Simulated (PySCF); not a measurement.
Vinylcyanodiacetylene, C7H3N.
Geometry (PBE0-D3(BJ)/def2-TZVP, Å), atoms numbered from 1 in this order:
```
atom  x, y, z in Å
C1    -2.1242   -0.9340    2.0116
C2    -0.8343   -1.1498    1.7454
C3    -0.1510   -0.5512    0.6694
C4     0.4609   -0.0489   -0.2506
C5     1.1341    0.5144   -1.2745
C6     1.7362    1.0225   -2.1979
C7     2.4110    1.5924   -3.2314
N8     2.9835    2.0780   -4.1121
H9    -2.7243   -0.2723    1.3991
H10   -2.6038   -1.4190    2.8522
H11   -0.2496   -1.8176    2.3730
```

Computed with PySCF at wB97X-D/pcSseg-2, non-relativistic, on one gas-phase PBE0-D3(BJ)/def2-TZVP geometry that isn't relaxed in the solvent. The solvent is an IEF-PCM continuum (Bondi radii, 1.10 Å for H, scaled by 1.2). Specific hydrogen bonds and non-electrostatic terms are outside this model.

Gas phase at wB97X-D/pcSseg-2: HOMO -9.15 eV, LUMO -1.08 eV, dipole 6.15 D.

Problem. What does the continuum do to the energy, the frontier levels and the dipole at wB97X-D/pcSseg-2 in chloroform?

Solution. 
```json
{"solvent": "chloroform", "ε": "4.711", "E(solvent) − E(gas) (kJ/mol)": "-15.61", "polarisation term (kJ/mol)": "-18.63", "distortion of the solute (kJ/mol)": "3.02", "HOMO (eV)": "-9.02", "LUMO (eV)": "-0.98", "dipole (D)": "7.84"}
```

The first energy column is the sum of the next two and covers electrostatics alone.

Problem. Which radius a makes the point-dipole formula ΔE = −[(ε − 1)/(2ε + 1)]·μ²/a³ give the value in chloroform, with the gas-phase dipole?

Solution. μ = 2.418 au and |ΔE| = 0.00595 Eh give a = 3.73 Å; the farthest nucleus lies 5.52 Å from the centroid of the nuclei, so such a sphere wouldn't even hold the nuclei. The formula assumes a rigid point dipole at the centre of a sphere.

Problem. Give the dipole vector in the frame of the coordinates (D, pointing from negative to positive charge), gas and chloroform.

Solution. Gas (-3.32, -2.41, 4.58), solvent (-4.25, -3.07, 5.83). Its length changes by +28 % and its direction by less than 1°.

The pairwise dispersion term of wB97X-D wasn't added to the energies; at a given geometry it leaves orbitals and properties as they are.
